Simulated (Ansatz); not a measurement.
Consider the atomization: `C[NH2+][BH-](C)C` → B• + 3 C• + 12 H• + N•.

Program: Ansatz. Geometries: PBE0-D4/def2-TZVP. ΔE: electronic, gas phase. CBS: MP2 limit from def2 TZ/QZ plus the TZ coupled-cluster correction, frozen cores. This one scheme is used for every species, atoms too. For atomizations the MP2-based limit and the directly extrapolated one differ by several kJ/mol either way, and by 10 to 25 for some Ge, Se and Sn compounds, so smaller differences from it don't rank the levels. Functionals use def2-TZVPP. B3LYP here is the variant with VWN-RPA as its local correlation; programs differ in this. HSE06 is defined as in plane-wave codes. Open shells (•) are unrestricted, without spin–orbit coupling. Spin–orbit coupling would lower the free atoms: a little for B, C. Each species was taken in one conformer, which may not be the lowest.

```json
{"level": "LDA (SPW92)", "ΔE (kJ/mol)": "7105.6", "difference from CCSD(T)/CBS": "818.2"}
{"level": "r2SCAN-D4", "ΔE (kJ/mol)": "6300.4", "difference from CCSD(T)/CBS": "13.0"}
{"level": "PBE0-D4", "ΔE (kJ/mol)": "6318.2", "difference from CCSD(T)/CBS": "30.8"}
{"level": "B3LYP-D4", "ΔE (kJ/mol)": "6316.7", "difference from CCSD(T)/CBS": "29.3"}
{"level": "HSE06-D4", "ΔE (kJ/mol)": "6321.7", "difference from CCSD(T)/CBS": "34.3"}
{"level": "ωB97M-V", "ΔE (kJ/mol)": "6317.4", "difference from CCSD(T)/CBS": "30.0"}
{"level": "B2PLYP", "ΔE (kJ/mol)": "6240.1", "difference from CCSD(T)/CBS": "-47.3"}
{"level": "PBE-QIDH", "ΔE (kJ/mol)": "6267.7", "difference from CCSD(T)/CBS": "-19.7"}
{"level": "BLYP", "ΔE (kJ/mol)": "6210.1", "difference from CCSD(T)/CBS": "-77.3"}
{"level": "r2SCAN", "ΔE (kJ/mol)": "6292.3", "difference from CCSD(T)/CBS": "4.9"}
{"level": "B3LYP", "ΔE (kJ/mol)": "6268.7", "difference from CCSD(T)/CBS": "-18.7"}
{"level": "r2SCAN0", "ΔE (kJ/mol)": "6241.6", "difference from CCSD(T)/CBS": "-45.8"}
{"level": "HSE06", "ΔE (kJ/mol)": "6298.2", "difference from CCSD(T)/CBS": "10.8"}
{"level": "CAM-B3LYP", "ΔE (kJ/mol)": "6314.4", "difference from CCSD(T)/CBS": "27.0"}
{"level": "MP2/def2-SVP", "ΔE (kJ/mol)": "6037.3", "difference from CCSD(T)/CBS": "-250.1"}
{"level": "HF/CBS(def2)", "ΔE (kJ/mol)": "4734.0", "difference from CCSD(T)/CBS": "-1553.4"}
{"level": "CCSD(T)/CBS", "ΔE (kJ/mol)": "6287.4", "difference from CCSD(T)/CBS": "0"}
```

Largest T1 diagnostic among the species: 0.014.

Leaving LDA and LC-ωPBE aside and taking each functional with its dispersion term where it has one, the values, not all of them listed here, spread over 199.6 kJ/mol, from BHLYP-D4 to PBE-D4. LDA lies +751.8 kJ/mol from PBE without D4, its usual overbinding. From r2SCAN to r2SCAN0 (25 % exact exchange), in def2-TZVPP and without D4, ΔE moves by −50.7 kJ/mol: exact exchange takes away binding that semilocal exchange gives to molecules.
